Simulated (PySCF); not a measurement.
C7H12P (charge +1).
Z-matrix (Å and degrees, PBE0-D3(BJ)/def2-SVP geometry), rows numbered from 1:
```
C 
C   1  1.3391
C   2  1.4543  1  125.02
C   3  1.3537  2  127.98  1  -176.50
C   4  1.4944  3  119.50  2  -178.53
C   5  1.5413  4  109.07  3   -10.51
P   3  1.7942  2  124.42  1     7.14
C   7  1.7989  3  113.81  2    66.95
H   1  1.0917  2  121.23  3   179.66
H   1  1.0957  2  122.73  3     0.44
H   2  1.0948  1  119.60  3  -179.51
H   4  1.0952  3  120.69  2    -0.02
H   5  1.1016  4  111.00  3  -132.85
H   5  1.1043  4  109.33  3   111.32
H   6  1.0992  5  114.18  4   139.20
H   6  1.1008  5  111.31  4   -98.83
H   7  1.4120  3  113.19  2   -56.06
H   8  1.0995  7  109.61  3   -61.76
H   8  1.0996  7  108.76  3    57.40
H   8  1.1000  7  109.95  3   177.82
```

NICS is the negative of the GIAO shielding at a point without a nucleus: at the ring centre (0) and 1 Å above and below it (1); zz is the component along the ring normal. Level: GIAO CAM-B3LYP/pcSseg-1 (PySCF, non-relativistic, gas phase) on the PBE0-D3(BJ)/def2-SVP geometry, one conformer.

Ring bond lengths (Å): C3–C4 1.354, C4–C5 1.494, C5–C6 1.541, C6–P7 1.816, P7–C3 1.794.

What do the NICS probes read (ppm)?

```json
{"ring": "C3–C4–C5–C6–P7", "type": "5-membered ring with P; formal bonds 1 double, 4 single", "NICS(0)": "-3.9", "NICS(1), two faces": "-4.2 / -3.7", "NICS(1)zz, two faces": "-3.9 / -2.3", "rms pucker (Å)": "0.09", "centre to ring atoms, mean (Å)": "1.35"}
```

What do they say, and how far can they be read as aromaticity?

- C3–C4–C5–C6–P7: mean NICS(1)zz -3.1 ppm, shielded. C5, C6, P7 have four or more neighbours, and the NICS criterion for π rings isn't applied.

What field does 1 T along the ring normal induce along that normal at the first NICS(1) probe listed for ring C3–C4–C5–C6–P7, 1 Å off the ring?

NICSzz × B0 = -3.9 ppm × 1 T = -4 μT, against the applied field.

Give the inner angles of the rings.

- C3–C4–C5–C6–P7: C3 107.5°, C4 119.5°, C5 109.1°, C6 104.6°, P7 96.3°; sum 537.0° against 540° for a flat convex ring.

What are the shieldings of the ring atoms and their hydrogens in the same run (means over atoms taken as equivalent)?

```csv
atoms,environment,σ isotropic (ppm),"principal values of the symmetric part, first atom (ppm)"
C3,fully substituted alkene carbon,50.3,"-52.1, 83.6, 119.3"
C4,alkene CH carbon,12.5,"-95.1, 0.2, 132.6"
C5,allylic carbon,148.3,"127.0, 145.6, 172.3"
C6,sp3 carbon bound to phosphorus,164.8,"142.1, 172.5, 179.7"
P7,phosphonium phosphorus,303.4,"228.2, 313.1, 368.9"
H12,vinylic hydrogen,24.06,"22.1, 23.7, 26.4"
H13,methylene hydrogen,27.93,"22.7, 25.9, 35.2"
H14,methylene hydrogen,28.14,"23.8, 26.0, 34.6"
H15,methylene hydrogen,28.98,"24.1, 27.0, 35.9"
H16,methylene hydrogen,28.70,"23.1, 26.4, 36.6"
H17,P–H hydrogen,24.71,"21.1, 22.3, 30.8"
```

How do the values depend on the level or the medium?

| level | NICS(0), C3–C4–C5–C6–P7 | mean NICS(1)zz, C3–C4–C5–C6–P7 |
| --- | --- | --- |
| CAM-B3LYP/pcSseg-1, gas | -3.9 | -3.1 |
| PBE0/pcSseg-1, gas | -4.2 | -3.3 |
| PBE0/pcSseg-1, IEF-PCM cyclohexane | -4.1 | -3.2 |
| PBE0/pcSseg-1, IEF-PCM dimethylsulfoxide | -3.9 | -3.0 |

The geometry is the same throughout; the continuum's cavity takes Bondi-type radii × 1.2.

Hardware: one thread of an Intel Xeon Platinum 8259CL at 2.50 GHz, on a shared host. Cost: 61 s wall, 1.1 GiB resident at most. This is the whole shielding run at CAM-B3LYP/pcSseg-1, SCF included.
